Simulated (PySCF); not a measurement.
Harmonic spectrum computed at PBE0 in the def2-TZVP basis family (core potentials from Rb on, PySCF, no spin–orbit coupling):

```tsv
symmetry	ω (cm⁻¹)	IR (km/mol)
a1	1119	15.3
a1	2391	47.5
b2	2402	63.9
```

Problem. Which molecule gave it? In each, all ligands are bound to the one heavy central atom.
A. PH₂ (doublet)
B. CdH₂ (singlet)
C. AsH₂ (doublet)
D. SiH₂ (singlet)
E. H₂S (singlet)

Solution. A. It has C2v symmetry with P–H 1.424 Å (×2).
